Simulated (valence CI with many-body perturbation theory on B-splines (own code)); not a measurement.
# Tc XXIII in brief

Method: configuration interaction combined with many-body perturbation theory (CI+MBPT): three valence electrons over a frozen Dirac-Fock core [Ar], radial functions for each j: 9 s, 9 p, 10 d, 8 f, 5 g, 3 h, 1 i, with the one-electron correlation potential Σ1, the two-electron term Σ2, the three-electron term Σ3, Breit, model QED; selected CI, second order for the rest (own B-spline code, finite nucleus).

No measured levels were compared; by estimate terms of the open shell hold to 2 to 4 % of their energy, and close levels can change places. Only levels of the ground parity were solved; by the run's estimate the other parity begins above the list, which can be wrong where configurations are misplaced.

Names give the largest LS component (configuration and term), which can be under half, so a name can repeat, a term be missing and a line seem to break the LS rules; names also repeat where a configuration has a term twice.

Rates and lifetimes use the calculated energies. Strong lines usually hold to 10 to 20 %, long lifetimes can be off by a factor of two.

Q: What is the ground level?

A: 3d³ ⁴F_3/2, composition 88 % 3d³ ⁴F + 11 % 3d³ ²D, g = 0.454.

Q: How is the term ⁴F of the ground level split?

A: J = 3/2 at 0.0, J = 5/2 at 19975, J = 7/2 at 37635, J = 9/2 at 51234 cm⁻¹.

Q: How well does LS coupling describe the low levels?

A: Among the lowest 19 levels the leading LS term, summed over configurations, holds 80 % on average. For single configurations the figures are 80 % in LS and 73 % in jj coupling. Terms mix most in the J = 3/2 level at 108760 cm⁻¹, where the leading one holds 49 %.

Q: What is the ionisation energy?

A: 1033.3 eV; NIST lists 1032 ± 4 eV (theoretical).
